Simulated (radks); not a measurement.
Values are calculated unless marked as measured or tabulated.
The vanadium ion V2+ inside a hard spherical wall (all orbitals vanish at R), configuration held at [Ar] 3d3 and not refilled when levels cross. Level of theory: scalar-relativistic Kohn-Sham, r2SCAN, spin-polarised, spherical densities, finite nucleus; open shells are filled with parallel spins first; meta-GGA in the generalised Kohn-Sham scheme; Fermi nuclear charge, rms radius 3.6002 fm (a radial shooting solver on a logarithmic mesh with Libxc functionals). Eigenvalues in eV for spin up, with the zero of energy where the potential of the charges vanishes at infinity; a dash marks a level that is unbound or too diffuse for the functional's potential to be trusted. A positive occupied level is held by the wall or, in an anion where self-interaction has pushed it up, behind a barrier. The pressure on the wall is -dE/dV.

\begin{tabular}{lrrrrrrrrr}
R (bohr) & E (hartree) & kinetic (hartree) & e(2p) & e(3s) & e(3p) & e(3d) & e(4s, empty) & e(4p, empty) & pressure (GPa) \\ \hline
free & -948.47952 & 957.330 & -524.83 & -90.577 & -63.264 & -22.326 & -17.548 & -12.523 & 0 \\
20 & -948.47952 & 957.330 & -524.83 & -90.577 & -63.264 & -22.326 & -17.548 & -12.523 & < 0.0001 \\
15 & -948.47952 & 957.330 & -524.83 & -90.577 & -63.264 & -22.326 & -17.548 & -12.523 & < 0.0001 \\
10 & -948.47952 & 957.330 & -524.83 & -90.577 & -63.264 & -22.326 & -17.548 & -12.520 & < 0.0001 \\
7 & -948.47948 & 957.331 & -524.83 & -90.573 & -63.260 & -22.322 & -17.511 & -12.357 & 0.00415 \\
6 & -948.47918 & 957.334 & -524.80 & -90.551 & -63.240 & -22.301 & -17.356 & -11.939 & 0.0468 \\
5 & -948.47679 & 957.355 & -524.65 & -90.430 & -63.124 & -22.177 & -16.639 & -10.553 & 0.522 \\
3.5 & -948.42182 & 957.691 & -522.83 & -89.097 & -61.834 & -20.595 & -9.240 & -0.117 & 23.1 \\
2.5 & -947.89700 & 960.527 & -514.31 & -83.534 & -56.072 & -13.006 & 22.160 & 36.368 & 568 \\
2 & -946.13999 & 968.783 & -497.48 & -72.275 & -43.758 & 1.924 & 79.206 & 96.257 & 4050 \\
1.5 & -937.37042 & 1001.036 & -449.95 & -32.142 & -0.568 & 47.416 & 250.13 & 264.21 & 38000 \\
\end{tabular}
